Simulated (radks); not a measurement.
Values are calculated unless marked as measured or tabulated.
Pb, 82 electrons, occupied as [Hg] 6p2. Level of theory: scalar-relativistic Kohn-Sham, PBE, spin-unpolarised, spherical densities, finite nucleus; Fermi nuclear charge, rms radius 5.5012 fm (a radial shooting solver on a logarithmic mesh with Libxc functionals).

Normalised radial functions P(r) = r R(r), r in bohr:

```
   r/bohr * 5p (the largest magnitude, 1.17, reaches the edge; | marks zero)
 0.001558                             *
 0.002129                             *
 0.002908                             *
 0.003973                             |*
 0.005428                             |*
 0.007415                             | *
  0.01013                             |  *
  0.01384                             |   *
  0.01906                             |    *
  0.02604                             |      *
  0.03557                             |      *
   0.0486                             |     *
  0.06639                             |*
   0.0907                       *     |
   0.1239                   *         |
   0.1693                       *     |
   0.2313                             |     *
   0.3159                             |              *
   0.4316                             |      *
   0.5897                *            |
   0.8056  *                          |
    1.101     *                       |
    1.503                 *           |
    2.054                         *   |
    2.806                            *|
    3.834                             *
    5.237                             *
    7.155                             *
    9.775                             *
```

5p: eigenvalue -85.845 eV, 3 radial nodes at r = 0.0693, 0.200, 0.486 bohr, <r> = 0.977 bohr, 90 % of the charge inside 1.41 bohr.
